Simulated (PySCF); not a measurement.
**Dy(III) with different ligands**

Computed with PySCF 2.14.0, PBE0, def2-SVP on the ligands, density fitting, scalar-relativistic core potentials, no spin-orbit coupling, vacuum. The metal has lcecp-1-SVP with ECP55. Each complex is relaxed within the symmetry of a template of the same shape. Distances are means of the shortest metal–ligand contacts, charges and spins Mulliken's; removal energies are rigid, with the ligand's formal charge and no counterpoise, so too large; for an anion taken off a cation in vacuum most of it is the attraction of opposite charges, and multiply charged cations can part far more cheaply with an electron moved from ligand to metal. lcecp potentials hold a fixed number of 4f electrons in the core, out of states, spins and gaps.

Q: Order these by the energy to remove one first-named ligand, lowest first.
A. Dy(OH)3(NH3)
B. DyF3(H2O)
C. DyCl3(H2O)
D. Dy(SH)3(H2O)
E. DyH3(NH3)

A: D (8.71), E (8.99), C (9.06), A (10.50), B (11.16).

Q: What else do they give?

A: 
| complex | point group | M–first ligand (Å) | charge on M (e) | dipole (D) | removal of one first-named ligand (eV) | strongest infrared band, degenerate modes summed (cm⁻¹) | unstable modes (below −25 cm⁻¹) |
| --- | --- | --- | --- | --- | --- | --- | --- |
| DyCl3(H2O) | C1 | 2.487 | 0.86 | 5.83 | 9.06 | 254 | 0 (lowest -3 cm⁻¹, within noise) |
| DyF3(H2O) | Cs | 2.027 | 1.19 | 6.73 | 11.16 | 562 | 0 |
| Dy(OH)3(NH3) | nearly C3v | 2.065 | 0.90 | 4.21 | 10.50 | – | not given |
| DyH3(NH3) | C3v | 2.035 | 0.54 | 5.48 | 8.99 | 1384 | 0 |
| Dy(SH)3(H2O) | C1 | 2.602 | 0.71 | 5.01 | 8.71 | – | not given |

Members with unstable modes aren't minima as they stand: saddle points kept by symmetry or, where the modes are soft, flat surfaces and noise. Moved off a saddle point of the template and relaxed again: DyCl3(H2O). One start shape was tried for each, so a minimum needn't be the lowest isomer.
